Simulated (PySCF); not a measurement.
wavenumber (cm⁻¹), absorption (km/mol per cm⁻¹) and a bar:
```
        0      0.064 
       20      0.121 #
       39      0.323 ##
       59      0.957 ######
       78      0.425 ##
       98      0.295 ##
      117      0.404 ##
      137      0.147 #
      156      0.077 
      176      0.062 
      196      0.082 
      215      0.058 
      235      0.047 
      254      0.050 
      274      0.059 
      293      0.076 
      313      0.110 #
      332      0.188 #
      352      0.435 ###
      372      0.983 ######
      391      0.828 #####
      411      2.092 #############
      430      2.690 #################
      450      0.777 #####
      469      0.317 ##
      489      0.171 #
      508      0.108 #
      528      0.075 
      548      0.056 
      567      0.045 
      587      0.037 
      606      0.032 
      626      0.028 
      645      0.026 
      665      0.024 
      685      0.024 
      704      0.024 
      724      0.024 
      743      0.025 
      763      0.027 
      782      0.030 
      802      0.035 
      821      0.041 
      841      0.050 
      861      0.063 
      880      0.084 
      900      0.120 #
      919      0.185 #
      939      0.324 ##
      958      0.702 ####
      978      2.183 #############
      997      4.872 ##############################
     1017      1.493 #########
     1037      0.542 ###
     1056      0.268 ##
     1076      0.159 #
     1095      0.105 #
     1115      0.075 
     1134      0.056 
     1154      0.043
```

This is the computed harmonic infrared spectrum of singlet ZrOCl2, Lorentzian lines of 29 cm⁻¹ full width. Method: PySCF, PBE0, basis Zr def2-TZVP with ECP28, O def2-TZVP, Cl def2-TZVP (scalar-relativistic core potentials, no spin–orbit coupling, density fitting).

Which bands make it up, and how are they assigned?

In Cs symmetry, counting bands above 1 % of the strongest: 60 cm⁻¹ (a', bend, 43 km/mol); 114 cm⁻¹ (a', bend, 16 km/mol); 370 cm⁻¹ (a', stretch, 33 km/mol); 423 cm⁻¹ (a'', stretch, 153 km/mol); 995 cm⁻¹ (a', stretch, 231 km/mol).

Stability towards spin polarisation was not tested. This need not be the most stable arrangement of these atoms.
